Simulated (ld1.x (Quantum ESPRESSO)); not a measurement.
# Before and after: TM potential for Bi (Z = 83)

ld1.x (Quantum ESPRESSO) 7.5 input, shortened:

```
&input
   title='Bi', zed=83., rel=2, dft='PBE', iswitch=3,
   config='[Xe] 4f14 5d10 6s2 6p2', rel_dist='average'
 /
 &inputp
   pseudotype=2, tm=.true., lloc=-2, rcloc=1.80,
   nlcc=.true., rcore=1.95
 /
2
6S  1  0   2.00   0.00  2.00  2.00  0.0
6P  2  1   2.00   0.00  2.10  2.10  0.0
 &test
   configts(1)='6s2 6p2'
 /
```

Open shells are filled in proportion to 2j + 1 (rel_dist='average').

All-electron outer shells of the reference configuration (PBE, scalar-relativistic, ld1.x):

```
shell  level (eV)  outermost node (bohr)  outermost maximum (bohr)
   6s      -22.11                   0.98                      1.86
   6p      -11.44                   1.14                      2.35
```

Change: wave 6s (bound): rc 2.00 bohr becomes 6s (bound): rc 2.94 bohr.

Cutoffs: the cutoffs (Ry, on a coarse ladder) from which the occupation-weighted sum of valence levels, in a spherical-Bessel basis at the reference potential, stays within 10 and 1 mRy of its value at 400 Ry; they do not see the model core or the augmentation charge, which bear on the density cutoff. Errors are all-electron minus pseudo energies relative to the spin-unpolarised reference configuration.

Problem. Predict the effect on cutoff, ghosts and configuration errors.

Solution. The potential gets softer (25 Ry and 45 Ry → 15 Ry and 30 Ry); both files keep a bound ghost (d); the s channel binds one level more than in the base; of the 7 tests that both files solve, the error grows in 3 and shrinks in 4 by more than 15 % and 0.3 meV (median size 22.5 → 59.9 meV). A larger radius leaves more room for a smooth pseudo-wave, so fewer plane waves are needed.

| quantity | base | changed |
| --- | --- | --- |
| cutoff, loose | 25 Ry | 15 Ry |
| cutoff, tight | 45 Ry | 30 Ry |
| loose cutoff by channel (10 mRy a level) | s 15 Ry, p 12 Ry | s 8 Ry, p 12 Ry |
| bound ghosts | d | d |
| error for 6s2 6p3, meV [ΔE -8.06 eV] | -6.5 | -4.4 |
| error for 6s2 6p1, meV [ΔE 15.42 eV] | -24 | -16 |
| error for 6s2 6p0, meV [ΔE 38.99 eV] | -152 | -99 |
| error for 6s2 6p2.5, meV [ΔE -4.89 eV] | -2.5 | -1.7 |
| error for 6s1 6p3, meV [ΔE 10.59 eV] | -23 | -72 |
| error for 6s0 6p5, meV [ΔE 11.98 eV] | -61 | -281 |
| error for 6s1 6p4, meV [ΔE 1.80 eV] | -11 | -60 |

 A true bound ghost makes a file unfit for plane-wave use even where its test errors are small: the radial tests pick states by their node count and pass the ghost by.
